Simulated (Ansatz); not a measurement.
Ansatz results at the PBE0-D4/def2-TZVP geometry: HOMO energy (PBE/def2-TZVPP) -7.71 eV; size of the dipole moment (ωB97M-V/def2-TZVPP) 1.12 D; HOMO energy (PBE0/def2-TZVPP) -9.15 eV.

Each molecule was computed in one conformer, which needn't be the lowest.

Q: Which molecule gave them?
A. `NB(Cl)O[SiH3]`
B. `COB(C)N`
C. `OBCl`
D. `NB(Br)O[SiH3]`

A: C. The others give `COB(C)N`: -5.84, 0.55, -7.29; `NB(Br)O[SiH3]`: -6.66, 1.99, -8.01; `NB(Cl)O[SiH3]`: -6.76, 2.85, -8.20.
